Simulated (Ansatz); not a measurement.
Compare A (`C[S][SnH]([F])[F]`) with its isomer B (`[CH3][Sn]([F])([F])[SH]`).

Computed with Ansatz on PBE0-D4/def2-TZVP structures; ΔE is electronic, products minus reactants. CCSD(T)/CBS adds triple-zeta CCSD(T) − MP2 to the extrapolated MP2 energy (def2 sets, frozen cores). DFT in def2-TZVPP. B3LYP here is the variant with VWN-RPA as its local correlation; programs differ in this. def2 core potentials past Kr. For Sn outer-core shells are correlated without core-valence functions, which leaves a few kJ/mol of doubt a bond. One conformer a species, not always the lowest.

**Question.** Which isomer does CCSD(T)/CBS put lower? Give the gap. (An estimate is asked.)

**Answer.** Ansatz gave: B, by 14.3 kcal/mol.

**Question.** Give E(B) − E(A) in kcal/mol with ωB97M-V, PBE0-D4, B3LYP-D4, MP2/def2-TZVPP, B3LYP, BLYP-D4, LDA (SPW92). (Best estimate.)

**Answer.** Ansatz gave: ωB97M-V -13.2, PBE0-D4 -12.8, B3LYP-D4 -12.9, MP2/def2-TZVPP -15.1, B3LYP -13.3, BLYP-D4 -12.6, LDA (SPW92) -12.2. None reverses the order clearly.

**Question.** Does the order hold for the free energy at 298.15 K (harmonic terms from PBE0-D4)? (Estimate.)

**Answer.** The calculation gave: Yes: G(B) − G(A) = -15.6 kcal/mol, for one conformer each. Modes under 60 cm⁻¹, often nearly free rotors, make the harmonic entropy too high.

Largest T1 diagnostic: 0.014.

In def2-TZVPP, CCSD(T) changes the Hartree–Fock value by −1.5 kcal/mol (the triples alone add +0.0 kcal/mol) and MP2 by −2.2 kcal/mol. Leaving LDA and LC-ωPBE aside and taking each functional with its dispersion term where it has one, the values, not all of them listed here, spread over 2.0 kcal/mol, from B2PLYP to revPBE-D4.
